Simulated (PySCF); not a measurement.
Sn(OH)(OMe)2(NH2), SMILES C[O][Sn]([NH2])([OH])[O]C (GFN2-xTB optimised geometry):

```
16

C     -1.235    -1.478    -2.860
O     -1.179    -1.968    -1.545
Sn    -0.460    -0.957     0.000
N      1.564    -0.957     0.000
O     -1.157     0.859     0.000
O     -1.192    -1.742     1.629
C     -1.021    -3.083     2.027
H     -1.850    -2.189    -3.414
H     -0.245    -1.433    -3.322
H     -1.698    -0.491    -2.920
H      1.930    -0.969    -0.948
H      1.906    -0.104     0.433
H     -1.930     0.969     0.557
H     -1.466    -3.778     1.315
H     -1.540    -3.169     2.982
H      0.030    -3.334     2.168
```

Method: CAM-B3LYP/def2-TZVP, def2 effective core potentials past Kr in PySCF.

Task: What are the frontier orbital energies and the dipole moment?

Result: HOMO-2 -9.56 eV, HOMO-1 -9.28 eV, HOMO -9.21 eV, LUMO -0.24 eV, LUMO+1 1.55 eV; dipole moment 1.03 D.
